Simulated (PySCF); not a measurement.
Vertical excitations of a molecule C5H7F from TDA-PBE/def2-SVPD (PySCF), as energy in eV (oscillator strength): 5.42 (0.062), 5.80 (0.055), 6.33 (0.016), 6.73 (0.009), 6.91 (0.027), 7.08 (0.003), 7.17 (0.006), 7.32 (0.030), 7.38 (0.083), 7.47 (0.006). Lowest triplet (TDA): 4.29 eV. The structure is a stationary point at B3LYP-D3(BJ)/def2-SVP. Other conformers were not sampled.

Task: Which structure fits?
A. C=C(C)C(=C)F
B. C/C=C/C=C\F
C. C=CC/C=C\F
D. C#C[C@H](F)CC

Result: C, C=CC/C=C\F
